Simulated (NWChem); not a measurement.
Molecule: ZnHSeBr; SMILES [SeH][Zn][Br]

```xyz
4

Zn     0.0101    -0.0149     0.0000
Br     0.0074    -2.2563     0.0000
Se     0.0261     2.2685     0.0000
H     -1.4475     2.2895     0.0000
```
Atoms are numbered in this order, from 1.

Computed with NWChem. Geometry: optimised at PBE0/def2-SVP. Ions are spin-unrestricted doublets at the neutral geometry; other ion states weren't tried.

### Question
Estimate the computed values for PBE/def2-SVP. Quantities: vertical ionisation energy, ΔSCF (eV); −ε(HOMO) (eV).

### Answer
The vertical ionisation energy, ΔSCF (eV) comes out as 9.05. The −ε(HOMO) (eV) is 5.94.
